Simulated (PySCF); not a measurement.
Si(F)(Me)(SiH3)2 (CH₉FSi₃), SMILES [Si](C)(F)([SiH3])[SiH3]. Coordinates come from a PBE0-D3(BJ)/def2-SVP optimisation.

The numbers are results of PBE0-D3(BJ)/def2-SVP in PySCF, not measurements.

Harmonic wavenumbers (cm⁻¹): 86, 90, 98, 126, 136, 163, 186, 222, 372, 417, 477, 512, 530, 537, 703, 776, 787, 858, 860, 891, 927, 929, 931, 936, 1260, 1419, 1428, 2210, 2214, 2223, 2224, 2232, 2234, 3054, 3162, 3167. Rotational constants (GHz): 2.331, 1.559, 1.308; symmetry number 1.

Problem. Work out the zero-point energy and the ideal-gas rigid-rotor harmonic-oscillator thermochemistry at 298.15 K and 1 atm.

Solution. ZPE = ½ Σ hcν = ½ × 39380 cm⁻¹ = 235.54 kJ/mol. H − E(el) = 265.17 kJ/mol. Entropy in J/(mol K): translation 168.90, rotation 119.68, vibration 124.39, total 412.97. G − E(el) = 142.04 kJ/mol. Cp = 155.21 J/(mol K). Modes under 150 cm⁻¹ make the vibrational entropy uncertain.
